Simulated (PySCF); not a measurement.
**Ionisation energy of Pb by level of theory**

Pb [Xe] 4f14 5d10 6s2 6p2 (3P) → Pb⁺ [Xe] 4f14 5d10 6s2 6p1 (2P), as a difference of total energies. All numbers are calculated (PySCF 2.14, scalar relativity through the core potential, in aug-cc-pwCVTZ-PP with ECP60MDF (8s7p6d4f1g, 96 functions)). Correlated levels: valence: 5s2 5p6 5d10 frozen. The calculations carry no spin-orbit coupling.

```tsv
method	ionisation energy (eV)
UHF	6.563
MP2 (valence)	6.833
SCS-MP2 (valence)	6.769
CCSD (valence)	6.867
CCSD(T) (valence)	6.887
```

Problem. How much does correlation contribute at CCSD(T) (valence)?

Solution. 6.887 − (6.563) = 0.324 eV, measured against UHF.

Spin-orbit coupling is strong in these open shells (close to jj coupling). The scalar numbers leave it out and a first-order estimate fails, so it can dominate the gap to the real levels.

Errors of the correlated levels include the incompleteness of this basis and the frozen core.

For comparison: 7.417 eV (measured; NIST Atomic Spectra Database, ionization energies).
